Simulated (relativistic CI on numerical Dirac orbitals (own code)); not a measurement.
**Yb³⁺ (4f13) in a crystal field**

Calculated by Dirac-Coulomb-Breit CI, KLI orbitals optimised for each configuration, a model potential for QED, one configuration in a parametric crystal field, unscaled Slater integrals (own radial code).

Field parameters in Wybourne normalisation; cubic f-shell fields have B⁴₄ = √(5/14) B⁴₀ and B⁶₄ = −√(7/2) B⁶₀. The field is a parameter set, without covalency.

S is read from ⟨S²⟩ = S(S + 1).

Levels (cm⁻¹, degeneracy): 0 (2), 662 (4), 977 (2), 10360 (2), 11017 (4).

Question: Which field gives this pattern?
A. Oh, B40 = -2340, B60 = 130 cm⁻¹
B. Oh, B40 = 1290, B60 = 860 cm⁻¹
C. Oh, B40 = 1800, B60 = 540 cm⁻¹

Answer: A. Oh, B40 = -2340, B60 = 130 cm⁻¹, ground level with S = 0.50.
